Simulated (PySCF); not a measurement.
ZnF, SMILES [F][Zn+], charge +1. Atoms are numbered in the order given.

```xyz
2

Zn     0.0000     0.0000    -0.3978
F      0.0000     0.0000     1.3259
```
Charge +1, spin multiplicity 1.

Coordinates come from a B3LYP-D3(BJ)/def2-TZVPD optimisation. The spin state was assumed, not searched.

All values below come from PBE/pcSseg-2 (PySCF).

GIAO shieldings, no solvent; atoms alike by connectivity are averaged. δ = σ(ref) − σ: ¹⁹F against CFCl3 (σ = 132.0 ppm), references at their B3LYP-D3(BJ)/def2-TZVP geometries, non-relativistic.

### Question
Estimate the chemical shifts. (Estimate from the structure and the level; the computed values follow.)

### Answer

| nucleus | atoms | count | δ (ppm) |
|---|---|---|---|
| ¹⁹F | F2 | 1 | 1.8 |
